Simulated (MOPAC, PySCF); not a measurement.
[Zr(NH2)4], neutral singlet in the gas phase. 

Cartesian coordinates (Å):
```xyz
13

Zr    -0.1558    -0.0344    -0.0756
N     -1.3052    -1.7410    -0.1967
H     -1.0282    -2.7198    -0.0527
H     -2.3282    -1.7220    -0.3080
N      1.6388    -0.4550     0.8458
H      2.4235    -0.9082     0.3572
H      1.9657    -0.2038     1.7867
N     -1.1892     1.3811     1.0068
H     -1.3700     2.3688     0.7905
H     -1.7130     1.1506     1.8628
N      0.2282     0.6796    -1.9696
H      1.0108     1.3148    -2.1785
H     -0.2088     0.4220    -2.8629
```
Charge 0, spin multiplicity 1.

All levels are single points at this geometry (BP86-D3(BJ)/def2-SVP); Pople sets use spherical d functions. Orbital energies aren't observables, and empty levels follow the basis.

```csv
level,HOMO (eV),LUMO (eV),gap (eV),dipole (D),"vertical IE, Delta-SCF (eV)"
B3LYP-D3(BJ)/def2-TZVP in PySCF,-6.46,-0.33,6.13,0.05,–
PBE-D3(BJ)/def2-TZVP in PySCF,-5.34,-0.85,4.49,0.05,–
TPSSh-D3(BJ)/def2-TZVP in PySCF,-5.93,-0.36,5.57,0.05,–
B3LYP/6-311+G** (LANL2DZ on Zr) in PySCF,-6.55,-0.55,5.99,0.05,–
B3LYP/6-31G* (LANL2DZ on Zr) in PySCF,-6.08,-0.07,6.01,0.06,8.06
B3LYP/LANL2DZ in PySCF,-6.15,0.00,6.15,0.06,–
BP86/6-31G* (LANL2DZ on Zr) in PySCF,-5.05,-0.78,4.27,0.06,–
M06-2X/6-31G* (LANL2DZ on Zr) in PySCF,-7.76,0.61,8.37,0.06,–
PBE/6-31G* (LANL2DZ on Zr) in PySCF,-4.95,-0.68,4.27,0.06,–
SVWN5/6-31G* (LANL2DZ on Zr) in PySCF,-5.08,-0.80,4.27,0.06,–
HF/6-31G* (LANL2DZ on Zr) in PySCF,-9.84,1.98,11.82,0.07,–
PM6 in MOPAC,-8.46,1.44,9.90,0.07,–
PM7 in MOPAC,-7.55,3.77,11.32,0.08,–
```
